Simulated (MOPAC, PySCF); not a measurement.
Scan of H3B, singlet: umbrella (inversion) coordinate, bond length relaxed. Scanned: angle between the B-H bonds and the threefold axis (90 = planar). Other coordinates (B-H bond length) were minimised at B3LYP/def2-TZVP. Each profile is relative to its own lowest point.

| a / ° | A | B | C |
|---|---|---|---|
| 90 | 0.0 | 0.0 | 0.0 |
| 93 | 0.5 | 0.5 | 0.5 |
| 96 | 2.1 | 2.0 | 1.9 |
| 99 | 4.7 | 4.4 | 4.4 |
| 102 | 8.4 | 7.9 | 7.7 |
| 105 | 13.2 | 12.3 | 12.1 |
| 108 | 19.0 | 17.8 | 17.4 |
| 111 | 26.0 | 24.2 | 23.8 |
| 114 | 34.0 | 31.6 | 31.2 |
| 117 | 43.1 | 40.0 | 39.6 |
| 120 | 53.4 | 49.3 | 49.0 |
| 123 | 64.8 | 59.7 | 59.6 |
| 126 | 77.4 | 70.9 | 71.4 |
| 129 | 91.3 | 83.1 | 84.4 |
| 132 | 106.4 | 96.3 | 98.8 |

Energies in kcal/mol.

Q: Assign the columns to these levels of theory: CCSD(T) on RHF/cc-pVTZ, 1 core orbital frozen (PySCF); PM6, restricted, heats of formation in MOPAC 23.2.5; restricted LDA (SVWN5)/6-31G*, spherical d run with PySCF 2.14.0.

A: A is CCSD(T); B is PM6; C is RKS-LDA (SVWN5)/6-31G*.
